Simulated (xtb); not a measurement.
C9H12, triplet, geometry from GFN2-xTB (a higher spin typed on purpose: for a closed-shell molecule this is an excited state); GFN2-xTB in xtb.

The xtb input:
```
$ xtb mol.xyz --gfn 2 --uhf 2 --opt --json

# file mol.xyz
21

C     -2.43845556    -1.58295786    -0.17446421
C     -1.24197668    -0.71101951    -0.08901651
C     -1.27777473     0.65544927    -0.09386595
C     -0.12222693     1.42802585    -0.01122690
C     -0.11461082     2.90766737    -0.01311012
C      1.20413069     0.72398135     0.08624695
C      1.27017564    -0.64099511     0.09329033
C      2.58762237    -1.35578488     0.19013481
C      0.09727611    -1.39423723     0.00935944
H     -2.50076667    -2.23451925     0.70182125
H     -3.35118623    -0.99580443    -0.24170971
H     -2.37367139    -2.23740107    -1.04841971
H     -2.23303238     1.16020278    -0.16406391
H      0.35266926     3.29325032     0.89901907
H     -1.12266172     3.30882257    -0.08697113
H      0.47963376     3.29037146    -0.84942077
H      2.08845806     1.33660313     0.14945446
H      3.41073927    -0.64846596     0.24874154
H      2.60849988    -1.99026061     1.07521912
H      2.73599768    -1.99315155    -0.68056494
H      0.12035998    -2.47042296     0.01280766
```

Output, abridged:

```
   ID    Z sym.   atoms
    1    6 C      1-9
    2    1 H      10-21

           -------------------------------------------------
          |                Calculation Setup                |
           -------------------------------------------------

           -------------------------------------------------
          |                 G F N 2 - x T B                 |
           -------------------------------------------------

          ...................................................
          :                      SETUP                      :
          :.................................................:
          :  # basis functions                  48          :
          :  # atomic orbitals                  48          :
          :  # shells                           30          :
          :  # electrons                        48          :
          :  max. iterations                   250          :
          :  Hamiltonian                  GFN2-xTB          :
          :  restarted?                      false          :
          :  GBSA solvation                  false          :
          :  PC potential                    false          :
          :  electronic temp.          300.0000000     K    :
          :  accuracy                    1.0000000          :
          :  -> integral cutoff          0.2500000E+02      :
          :  -> integral neglect         0.1000000E-07      :
          :  -> SCF convergence          0.1000000E-05 Eh   :
          :  -> wf. convergence          0.1000000E-03 e    :
          :  Broyden damping             0.4000000          :
          :  net charge                          0          :
          :  unpaired electrons                  2          :
          ...................................................

 iter      E             dE          RMSdq      gap      omega  full diag
   1    -25.6474970 -0.256475E+02  0.356E+00    1.06       0.0  T
   2    -25.6719356 -0.244385E-01  0.207E+00    0.96       1.0  T
   3    -25.6667043  0.523130E-02  0.843E-01    1.05       1.0  T
   4    -25.6675171 -0.812849E-03  0.552E-01    0.98       1.0  T
   5    -25.6729786 -0.546149E-02  0.255E-01    0.97       1.0  T
   6    -25.6745084 -0.152982E-02  0.543E-02    0.98       1.0  T
   7    -25.6744975  0.109387E-04  0.498E-02    0.98       1.0  T
   8    -25.6745310 -0.334789E-04  0.136E-02    0.98       1.6  T
   9    -25.6745320 -0.100032E-05  0.140E-03    0.98      15.6  T
  10    -25.6745320 -0.212983E-07  0.627E-04    0.98      34.8  T
  11    -25.6745320 -0.958018E-09  0.259E-04    0.98      84.2  T

   *** convergence criteria satisfied after 11 iterations ***

 transition dipole moment (au) for excitation:          24          25
     X       Y       Z
  -1.0867   0.9788  -0.0805  total (au/Debye):    1.465   3.723
 dE (eV)             :    3.615
 oscillator strength :  0.26873E+00

         :::::::::::::::::::::::::::::::::::::::::::::::::::::
         ::                     SUMMARY                     ::
         :::::::::::::::::::::::::::::::::::::::::::::::::::::
         :: total energy             -25.240153936629 Eh    ::
         :: gradient norm              0.000167366397 Eh/a0 ::
         :: HOMO-LUMO gap              0.983735694760 eV    ::
         ::.................................................::
         :: SCC energy               -25.674474172531 Eh    ::
         :: -> isotropic ES            0.004418735126 Eh    ::
         :: -> anisotropic ES          0.006292974539 Eh    ::
         :: -> anisotropic XC          0.015789356798 Eh    ::
         :: -> dispersion             -0.015662586406 Eh    ::
         :: repulsion energy           0.434320235902 Eh    ::
         :: add. restraining           0.000000000000 Eh    ::
         :: total charge               0.000000000000 e     ::
         :::::::::::::::::::::::::::::::::::::::::::::::::::::

      -----------------------------------------------------------
[...]
 * total energy  :   -25.2401539 Eh     change       -0.2629044E-09 Eh
   *** GEOMETRY OPTIMIZATION CONVERGED AFTER 1 ITERATIONS ***
         :: total energy             -25.240153936901 Eh    ::
[...]
     4   6 C        2.953    -0.010    28.273     8.721
     5   6 C        3.754    -0.100    22.462     6.758
     6   6 C        2.912    -0.056    29.383     8.889
     7   6 C        2.945     0.018    27.600     8.616
     8   6 C        3.759    -0.109    22.630     6.782
     9   6 C        2.913    -0.059    29.468     8.902
    10   1 H        0.924     0.048     2.349     2.397
    11   1 H        0.925     0.039     2.466     2.456
    12   1 H        0.924     0.048     2.349     2.397
    13   1 H        0.925     0.022     2.710     2.575
    14   1 H        0.924     0.049     2.332     2.388
    15   1 H        0.925     0.039     2.459     2.452
    16   1 H        0.924     0.049     2.332     2.388
    17   1 H        0.926     0.026     2.638     2.540
    18   1 H        0.925     0.038     2.474     2.460
    19   1 H        0.925     0.043     2.414     2.430
    20   1 H        0.925     0.043     2.414     2.430
    21   1 H        0.926     0.028     2.615     2.529

 Mol. C6AA /au·bohr⁶  :       4240.617028
 Mol. C8AA /au·bohr⁸  :      98881.422260
 Mol. α(0) /au        :        102.434018

Wiberg/Mayer (AO) data.
largest (>0.10) Wiberg bond orders for each atom

 ---------------------------------------------------------------------------
     #   Z sym  total        # sym  WBO       # sym  WBO       # sym  WBO
 ---------------------------------------------------------------------------
     1   6 C    3.996 --     2 C    1.055    11 H    0.984    12 H    0.956
                            10 H    0.956
     2   6 C    3.841 --     3 C    1.520     1 C    1.055     9 C    0.989
                             4 C    0.193
     3   6 C    3.991 --     2 C    1.520     4 C    1.358    13 H    0.962
     4   6 C    3.734 --     3 C    1.358     5 C    1.066     6 C    0.990
                             2 C    0.193
     5   6 C    3.996 --     4 C    1.066    15 H    0.984    14 H    0.951
                            16 H    0.951
     6   6 C    3.821 --     7 C    1.532     4 C    0.990    17 H    0.972
                             9 C    0.235
     7   6 C    3.990 --     6 C    1.532     9 C    1.350     8 C    1.016
     8   6 C    3.995 --     7 C    1.016    18 H    0.986    19 H    0.975
                            20 H    0.975
     9   6 C    3.662 --     7 C    1.350     2 C    0.989    21 H    0.975
                             6 C    0.235
    10   1 H    0.995 --     1 C    0.956
    11   1 H    0.998 --     1 C    0.984
    12   1 H    0.995 --     1 C    0.956
    13   1 H    0.999 --     3 C    0.962
    14   1 H    0.995 --     5 C    0.951
    15   1 H    0.998 --     5 C    0.984
    16   1 H    0.995 --     5 C    0.951
    17   1 H    0.999 --     6 C    0.972
    18   1 H    0.998 --     8 C    0.986
    19   1 H    0.998 --     8 C    0.975
    20   1 H    0.998 --     8 C    0.975
    21   1 H    0.999 --     9 C    0.975
 ---------------------------------------------------------------------------

Topologies differ in total number of bonds
Writing topology from bond orders to xtbtopo.mol

molecular dipole:
                 x           y           z       tot (Debye)
 q only:        0.002       0.006       0.000
   full:        0.027      -0.016       0.002       0.080
molecular quadrupole (traceless):
                xx          xy          yy          xz          yz          zz
 q only:        0.705       0.612       2.089       0.254       0.036      -2.794
  q+dip:        1.529       1.259       4.523       0.551       0.074      -6.052
   full:        0.842       0.925       3.060       0.345       0.056      -3.902

optimized geometry written to: xtbopt.xyz

           -------------------------------------------------
          | TOTAL ENERGY              -25.240153936901 Eh   |
          | GRADIENT NORM               0.000167651866 Eh/α |
          | HOMO-LUMO GAP               0.983783131582 eV   |
           -------------------------------------------------
```
